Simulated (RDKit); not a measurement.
Job for RDKit: UFF on H2OSTe (SMILES O[Te]S), a point of a torsion scan.

```python
from rdkit import Chem
from rdkit.Chem import AllChem, rdDetermineBonds

blocks = [
'''5

O    -1.11589904    0.52167466   -0.40558389
Te   -0.61489051   -1.37898133   -0.69653429
S    -0.40091051   -1.26995925   -3.05613219
H    -2.06412648    0.65934219   -0.43984357
H    -1.64419556   -1.60851856   -3.39556270
''',
]
mol = None
for b in blocks:
    f = Chem.MolFromXYZBlock(b)
    rdDetermineBonds.DetermineBonds(f, charge=0)
    mol = f if mol is None else Chem.CombineMols(mol, f)
Chem.SanitizeMol(mol)
print(Chem.MolToSmiles(Chem.RemoveHs(mol)))
ff = AllChem.UFFGetMoleculeForceField(mol, vdwThresh=100.0, ignoreInterfragInteractions=False)
e = ff.CalcEnergy()
print(f'UFF energy {e:.6f} kcal/mol')
```

Output:

```
O[Te]S
UFF energy 5.910877 kcal/mol
```

The run finished.

Cost: around 0.010 core-seconds (rough).
